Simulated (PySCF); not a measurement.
**Spinor energies of Zr²⁺ (zirconium, charge +2)**

Start: [Kr] 4d1 5p1; 4d5/2 filled at m_j = +5/2; 5p3/2 filled at m_j = +3/2. Calculated with PySCF 2.14 in x2c-TZVPall-2c with one added diffuse shell each of s, p, d type (9s10p8d1f, 86 functions): generalised Hartree-Fock with the X2C-1e Hamiltonian and a Gaussian nucleus; one run each with spin-orbit coupling (SO) switched off, then screened by Boettger's factors. This is a chosen level, not necessarily the ground level.

```
spinor shell  electrons  ε, spin-free (eV)  ε, screened SO (eV)  weight of nominal j (screened SO)  rms radius, screened SO (bohr)
       1s1/2          2           -18117.7             -18116.9                              1.000                          0.0426
       2s1/2          2            -2599.5              -2599.3                              1.000                           0.176
       2p1/2          2            -2314.1              -2373.3                              1.000                           0.154
       2p3/2          4            -2314.1              -2286.3                              1.000                           0.158
       3s1/2          2            -473.83              -473.84                              1.000                           0.488
       3p1/2          2            -378.18              -388.04                              1.000                           0.489
       3p3/2          4            -378.18              -373.59                              1.000                           0.499
       3d3/2          4            -220.94              -222.44                              0.997                           0.493
       3d5/2          6            -220.94              -219.98                              0.998                           0.497
       4s1/2          2            -87.333              -87.372                              1.000                            1.29
       4p3/2          4            -59.533              -59.079                              0.954                            1.45
       4p1/2          2            -59.533              -60.644                              0.909                            1.42
       4d5/2          1            -26.321              -26.276                              1.000                            2.10
       5p3/2          1            -15.765              -15.695                              1.000                            3.98
```

```json
{"quantity": "E (hartree)", "spin-free": "-3595.11784", "screened SO": "-3595.45982"}
{"quantity": "M_J", "spin-free": "4", "screened SO": "4"}
{"quantity": "⟨J²⟩", "spin-free": "20.005", "screened SO": "20.005"}
{"quantity": "⟨L²⟩", "spin-free": "12.004", "screened SO": "12.011"}
{"quantity": "⟨S²⟩", "spin-free": "2.001", "screened SO": "2.007"}
```

Each row is a mean over spinors that exchange with the open shell spreads, by up to 3.957 eV (4p3/2).

Breit and QED terms are absent; they matter most for the inner s and p1/2 levels.

Densities and radii are taken from the X2C orbitals without a picture-change correction, which distorts them close to the nucleus.

Without spin-orbit coupling the j labels of p, d and f shells carry no meaning; the spin-free column gives the mean over the occupied spinors of each nl shell.
